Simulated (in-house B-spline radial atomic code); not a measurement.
Response and correlation along the 18-electron series, closed shell [Ne] 3s2 3p6; the second-order energy is extrapolated in partial waves. Computed with a B-spline radial code for spherical atoms: relativistic RPA and second-order many-body perturbation theory on Dirac-Hartree-Fock.

```json
{"ion": "V5+", "Z": "23", "dipole polarisability (bohr³)": "1.0783", "quadrupole polarisability (bohr⁵)": "1.1089", "ratio of RPA to uncoupled dipole": "0.92492", "second order correlation energy (Eh)": "-0.79506", "C6 of two such ions (Eh bohr⁶)": "1.954"}
{"ion": "Cr6+", "Z": "24", "dipole polarisability (bohr³)": "0.81145", "quadrupole polarisability (bohr⁵)": "0.68855", "ratio of RPA to uncoupled dipole": "0.9193", "second order correlation energy (Eh)": "-0.80902", "C6 of two such ions (Eh bohr⁶)": "1.2486"}
{"ion": "Mn7+", "Z": "25", "dipole polarisability (bohr³)": "?", "quadrupole polarisability (bohr⁵)": "?", "ratio of RPA to uncoupled dipole": "?", "second order correlation energy (Eh)": "?", "C6 of two such ions (Eh bohr⁶)": "?"}
{"ion": "Fe8+", "Z": "26", "dipole polarisability (bohr³)": "0.49521", "quadrupole polarisability (bohr⁵)": "0.29953", "ratio of RPA to uncoupled dipole": "0.91305", "second order correlation energy (Eh)": "-0.83479", "C6 of two such ions (Eh bohr⁶)": "0.56934"}
{"ion": "Co9+", "Z": "27", "dipole polarisability (bohr³)": "0.39815", "quadrupole polarisability (bohr⁵)": "0.20699", "ratio of RPA to uncoupled dipole": "0.9115", "second order correlation energy (Eh)": "-0.84676", "C6 of two such ions (Eh bohr⁶)": "0.40136"}
{"ion": "Ni10+", "Z": "28", "dipole polarisability (bohr³)": "0.32501", "quadrupole polarisability (bohr⁵)": "0.14662", "ratio of RPA to uncoupled dipole": "0.91065", "second order correlation energy (Eh)": "-0.85817", "C6 of two such ions (Eh bohr⁶)": "0.28952"}
{"ion": "Cu11+", "Z": "29", "dipole polarisability (bohr³)": "0.26879", "quadrupole polarisability (bohr⁵)": "0.1061", "ratio of RPA to uncoupled dipole": "0.91031", "second order correlation energy (Eh)": "-0.86912", "C6 of two such ions (Eh bohr⁶)": "0.21305"}
{"ion": "Zn12+", "Z": "30", "dipole polarisability (bohr³)": "?", "quadrupole polarisability (bohr⁵)": "?", "ratio of RPA to uncoupled dipole": "?", "second order correlation energy (Eh)": "?", "C6 of two such ions (Eh bohr⁶)": "?"}
{"ion": "Ga13+", "Z": "31", "dipole polarisability (bohr³)": "?", "quadrupole polarisability (bohr⁵)": "?", "ratio of RPA to uncoupled dipole": "?", "second order correlation energy (Eh)": "?", "C6 of two such ions (Eh bohr⁶)": "?"}
{"ion": "Ge14+", "Z": "32", "dipole polarisability (bohr³)": "0.16185", "quadrupole polarisability (bohr⁵)": "0.04456", "ratio of RPA to uncoupled dipole": "0.91128", "second order correlation energy (Eh)": "-0.89956", "C6 of two such ions (Eh bohr⁶)": "0.093525"}
{"ion": "As15+", "Z": "33", "dipole polarisability (bohr³)": "0.13902", "quadrupole polarisability (bohr⁵)": "0.034322", "ratio of RPA to uncoupled dipole": "0.91202", "second order correlation energy (Eh)": "-0.90902", "C6 of two such ions (Eh bohr⁶)": "0.072993"}
{"ion": "Se16+", "Z": "34", "dipole polarisability (bohr³)": "0.12024", "quadrupole polarisability (bohr⁵)": "0.026747", "ratio of RPA to uncoupled dipole": "0.91291", "second order correlation energy (Eh)": "-0.91818", "C6 of two such ions (Eh bohr⁶)": "0.057604"}
{"ion": "Br17+", "Z": "35", "dipole polarisability (bohr³)": "0.10466", "quadrupole polarisability (bohr⁵)": "0.021066", "ratio of RPA to uncoupled dipole": "0.9139", "second order correlation energy (Eh)": "-0.92706", "C6 of two such ions (Eh bohr⁶)": "0.045919"}
{"ion": "Kr18+", "Z": "36", "dipole polarisability (bohr³)": "0.09162", "quadrupole polarisability (bohr⁵)": "0.016752", "ratio of RPA to uncoupled dipole": "0.91497", "second order correlation energy (Eh)": "-0.93571", "C6 of two such ions (Eh bohr⁶)": "0.036942"}
{"ion": "Rb19+", "Z": "37", "dipole polarisability (bohr³)": "0.080625", "quadrupole polarisability (bohr⁵)": "0.013439", "ratio of RPA to uncoupled dipole": "0.9161", "second order correlation energy (Eh)": "-0.94408", "C6 of two such ions (Eh bohr⁶)": "0.029971"}
{"ion": "Sr20+", "Z": "38", "dipole polarisability (bohr³)": "0.071288", "quadrupole polarisability (bohr⁵)": "0.010868", "ratio of RPA to uncoupled dipole": "0.91729", "second order correlation energy (Eh)": "-0.95223", "C6 of two such ions (Eh bohr⁶)": "0.024504"}
```

Fill in the row of Mn7+.

dipole polarisability (bohr³): 0.62709; quadrupole polarisability (bohr⁵): 0.44628; ratio of RPA to uncoupled dipole: 0.91552; second order correlation energy (Eh): -0.82225; C6 of two such ions (Eh bohr⁶): 0.82971.

Fill in the row of Zn12+.

dipole polarisability (bohr³): 0.22482; quadrupole polarisability (bohr⁵): 0.078212; ratio of RPA to uncoupled dipole: 0.91036; second order correlation energy (Eh): -0.87962; C6 of two such ions (Eh bohr⁶): 0.15954.

Fill in the row of Ga13+.

dipole polarisability (bohr³): 0.18992; quadrupole polarisability (bohr⁵): 0.058607; ratio of RPA to uncoupled dipole: 0.9107; second order correlation energy (Eh): -0.88979; C6 of two such ions (Eh bohr⁶): 0.12132.

How fast does the dipole polarisability fall along the series?

From 1.078 to 0.07129 bohr³; a fit of its logarithm against log Z from Z = 23 to 38 has slope -5.34.
